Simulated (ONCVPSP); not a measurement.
PBE ONCV dataset for Os, fully relativistic all-electron reference.

Os (Z = 76), optimised norm-conserving Vanderbilt (ONCV), made with ONCVPSP 4.0.1 (PBE, fully relativistic). Core [Kr] 4d10 4f14, reference 5s2 5p6 5d6 6s2. Waves: 5s+6s: rc 1.70 bohr, ncon 5, nbas 8, qcut 6.6 1/bohr, 2 projectors; 5p: rc 1.70 bohr, ncon 4, nbas 8, qcut 9.4 1/bohr, 3 projectors, debl 0.5 Ha; 5d: rc 1.95 bohr, ncon 4, nbas 8, qcut 8.7 1/bohr, 1 projector. Local part: polynomial inside 1.40 bohr (lpopt 5, dvloc0 3 Ha). Core correction: Teter function, fcfact 3.25, rcfact 1.

Open shells are filled in proportion to 2j + 1.

In the p channel the program set the typed energies aside and used -1.744, 0.250, 0.750 Ha (j = l + 1/2; the other j can differ).

Poles of the logarithmic derivatives, all-electron (AE) and pseudo (PS). s: poles at -3.0 (AE) and -3.0 (PS) Ha. p3/2: poles at -1.0 (AE) and -1.0 (PS) Ha. p1/2: poles at -1.7 (AE) and -1.7 (PS) Ha. d5/2: poles at 0.7 (AE) and 0.7 (PS) Ha. d3/2: poles at 0.5 (AE) and 0.5 (PS) Ha. Test radii: s 1.73, p3/2 1.73, p1/2 1.73, d5/2 1.98, d3/2 1.98 bohr.

* Cutoffs needed: 25 Ha and 50 Ha (the cutoffs (Ha) at which the residual kinetic energy of the hardest occupied pseudo-wave falls to 1 and 0.1 mHa per electron)
* Ghost test: no bound ghost flagged; no localised positive-energy state flagged
* Largest excitation error: +4.5 meV (all-electron minus pseudo) for 5s2 5p6 5d5 6s0, out of 4 test configurations
* rms error of d²Exc/dni dnj: 8.93 mHa without and 6.51 mHa with the model core
